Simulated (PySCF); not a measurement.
Spinor energies of Ne⁺ (neon, charge +1)

Start: [He] 2s2 2p5; 2p1/2 filled at m_j = -1/2, +1/2; 2p3/2 filled at m_j = -1/2, +1/2, +3/2. Calculated with PySCF 2.14 in x2c-TZVPall-2c (5s3p2d1f, 31 functions): generalised Hartree-Fock with the X2C-1e Hamiltonian and a Gaussian nucleus; one run each with spin-orbit coupling (SO) switched off, then screened by Boettger's factors. This is a chosen level, not necessarily the ground level.

```json
{"spinor shell": "1s1/2", "electrons": "2", "ε, spin-free (eV)": "-915.70", "ε, screened SO (eV)": "-915.68", "weight of nominal j (screened SO)": "1.000", "rms radius, screened SO (bohr)": "0.183"}
{"spinor shell": "2s1/2", "electrons": "2", "ε, spin-free (eV)": "-71.443", "ε, screened SO (eV)": "-71.438", "weight of nominal j (screened SO)": "1.000", "rms radius, screened SO (bohr)": "0.943"}
{"spinor shell": "2p1/2", "electrons": "2", "ε, spin-free (eV)": "-43.746", "ε, screened SO (eV)": "-43.736", "weight of nominal j (screened SO)": "0.658", "rms radius, screened SO (bohr)": "0.993"}
{"spinor shell": "2p3/2", "electrons": "3", "ε, spin-free (eV)": "-43.746", "ε, screened SO (eV)": "-43.757", "weight of nominal j (screened SO)": "0.772", "rms radius, screened SO (bohr)": "0.993"}
```

```tsv
quantity	spin-free	screened SO
E (hartree)	-127.95270	-127.95400
M_J	3/2	3/2
⟨J²⟩	3.754	3.754
⟨L²⟩	2.002	2.002
⟨S²⟩	0.752	0.752
```

Each row is a mean over spinors that exchange with the open shell spreads, by up to 6.169 eV (2s1/2).

Rows whose weight is well below 1 are mixtures of j = l ± 1/2: exchange outweighs spin-orbit coupling there, and the label is only the starting occupation.

Without spin-orbit coupling the j labels of p, d and f shells carry no meaning; the spin-free column gives the mean over the occupied spinors of each nl shell.
